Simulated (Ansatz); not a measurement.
Compare A (`C[SiH](N)[TeH]`) with its isomer B (`C[Te][SiH2]N`).

Program: Ansatz. Geometries: PBE0-D4/def2-TZVP. ΔE: electronic, gas phase. CCSD(T)/CBS is the MP2 limit (def2-TZVPP, def2-QZVPP) plus CCSD(T) − MP2 in def2-TZVPP, frozen cores. DFT in def2-TZVPP. B3LYP here is the variant with VWN-RPA as its local correlation; programs differ in this. Elements past krypton have def2 core potentials. For Te outer-core shells are correlated without core-valence functions, which leaves a few kJ/mol of doubt a bond. Each species was taken in one conformer, which may not be the lowest.

(1) Which isomer does CCSD(T)/CBS put lower? Give the gap. (Estimate.)

(2) Give E(B) − E(A) in kJ/mol with B2PLYP, PBE-D4, ωB97M-V, r2SCAN-D4, PBE0-D4, B3LYP, CCSD/def2-TZVPP. (Best estimate.)

Largest T1 diagnostic: 0.010.

## Answers

(1) Ansatz gave: A, by 40.4 kJ/mol.

(2) The calculation gave: B2PLYP 41.5, PBE-D4 41.5, ωB97M-V 46.4, r2SCAN-D4 45.9, PBE0-D4 44.8, B3LYP 41.7, CCSD/def2-TZVPP 44.2. None reverses the order clearly.

From PBE to PBE0 (25 % exact exchange), in def2-TZVPP and without D4, E(B) − E(A) moves by +3.3 kJ/mol.
